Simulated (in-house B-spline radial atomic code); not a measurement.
How numerical settings move a run on Nb3+, [Kr] 4d2. Computed with an all-electron radial atomic-structure program (B-spline basis): Dirac-Hartree-Fock, average of configuration, Fermi nucleus of rms radius 4.324 fm.

Command:
```bash
python run_scf.py task.json out
```
Settings of the sound reference run:
```
Z                41
electrons        38
configuration    [Kr] 4d2
hamiltonian      dirac
method           hf
spin_polarised   False
nucleus          fermi
rms_radius       4.324
mass_number      93
atomic_mass      92.90637
speed_of_light   137.036
knot_spacing     0.22
spline_order     8
gauss_points     12
box_radius       16.22
max_iterations   70
damping          0.5
damped_steps     3
diis_vectors     10
tolerance        1e-08
start            Thomas-Fermi
```

Time taken, with all properties: 0.86 s on 1 thread of Intel(R) Xeon(R) 6975P-C, with other jobs on the host.

It converges in 10 iterations to -3816.632055 hartree, with 4d5/2 at -36.2798 eV. The other runs change the listed settings, some to values that make no sense; their results aren't properties of the atom or ion. Radii are in bohr (the nuclear one in fm), a minus after a letter asks for a j subshell, and «unchanged» means within 1e-8 hartree. The run stops when the residual is below 10 × tolerance × max(1, Z/10), or a noise floor if that is larger, and the energy moves by less than 1e-8 × √|E| hartree; so very loose and very tight tolerances often act alike.

```tsv
changed settings	outcome
spline_order = 6	converged in 10 iterations, energy +2.61e-06 hartree from the reference, 4d5/2 level -4.6e-07 eV
spline_order = 5, box_radius = 3.24, max_iterations = 75, diis_vectors = 2	converged in 10 iterations, energy +2.01e-01 hartree from the reference, 4d5/2 level +3.1e+00 eV (the program warns: 4d5/2 reaches the box edge; 4s1/2 reaches the box edge)
electrons = 39, configuration = [Kr] 4d2 5p-1, max_iterations = 75	converged in 10 iterations to -3817.2279 hartree, a different physical problem
electrons = 39, configuration = [Kr] 4d2 3f1, max_iterations = 60	stopped with error: there is no 3f shell
box_radius = 8.11	converged in 10 iterations, energy +1.39e-06 hartree from the reference, 4d5/2 level +6.3e-05 eV (the program warns: 4d5/2 reaches the box edge; 4d3/2 reaches the box edge)
box_radius = 0.97	converged in 8 iterations, energy +1.51e+02 hartree from the reference, 4d5/2 level +5.0e+02 eV (the program warns: 4d5/2 has a positive eigenvalue: unbound, held by the box; 4s1/2 has a positive eigenvalue: unbound, held by the box)
first_knot = 0.00244, max_iterations = 5, tolerance = 0.01	not converged after 5 iterations, last residual 5.5e-03, last energy +3.65e-02 hartree from the reference
knot_spacing = 0.55, max_iterations = 50, tolerance = 1e-05	converged in 8 iterations, energy +1.53e-01 hartree from the reference, 4d5/2 level -5.2e-03 eV
first_knot = 0.00732	converged in 10 iterations, energy +1.86e-02 hartree from the reference, 4d5/2 level -7.9e-04 eV
box_radius = 3.24	converged in 9 iterations, energy +1.91e-01 hartree from the reference, 4d5/2 level +3.0e+00 eV (the program warns: 4d5/2 reaches the box edge; 4s1/2 reaches the box edge)
spline_order = 5	converged in 10 iterations, energy +5.30e-05 hartree from the reference, 4d5/2 level -1.0e-05 eV
first_knot = 0.000244	converged in 10 iterations, energy -9.77e-05 hartree from the reference
first_knot = 0.0244	converged in 10 iterations, energy +7.79e-01 hartree from the reference, 4d5/2 level -1.3e-02 eV
first_knot = 2.44e-05	converged in 10 iterations, energy +2.06e-08 hartree from the reference
spline_order = 3	converged in 9 iterations, energy +1.01e-01 hartree from the reference, 4d5/2 level -1.0e-02 eV
box_radius = 2.43	converged in 9 iterations, energy +1.53e+00 hartree from the reference, 4d5/2 level +1.5e+01 eV (the program warns: 4d5/2 reaches the box edge; 3p3/2 reaches the box edge)
spline_order = 10	converged in 10 iterations, energy -2.31e-08 hartree from the reference
first_knot = 2.44e-06	converged in 9 iterations, energy -1.27e-08 hartree from the reference, 4d5/2 level -8.9e-06 eV
box_radius = 0.65	converged in 8 iterations, energy +6.47e+02 hartree from the reference, 4d5/2 level +1.6e+03 eV (the program warns: 4d5/2 has a positive eigenvalue: unbound, held by the box; 3s1/2 has a positive eigenvalue: unbound, held by the box)
```

**Question.** What happens with box_radius = 4.87?

**Answer.** Converged in 10 iterations, energy +4.57e-03 hartree from the reference, 4d5/2 level +1.1e-01 eV (the program warns: 4d5/2 reaches the box edge; 4s1/2 reaches the box edge).

**Question.** What happens with spline_order = 4?

**Answer.** Converged in 10 iterations, energy +1.71e-03 hartree from the reference, 4d5/2 level -2.6e-04 eV.

**Question.** What happens with box_radius = 64.88?

**Answer.** Converged in 10 iterations, energy unchanged.

**Question.** What happens with first_knot = 0.0732?

**Answer.** Converged in 10 iterations, energy +1.08e+01 hartree from the reference, 4d5/2 level -2.1e-01 eV.
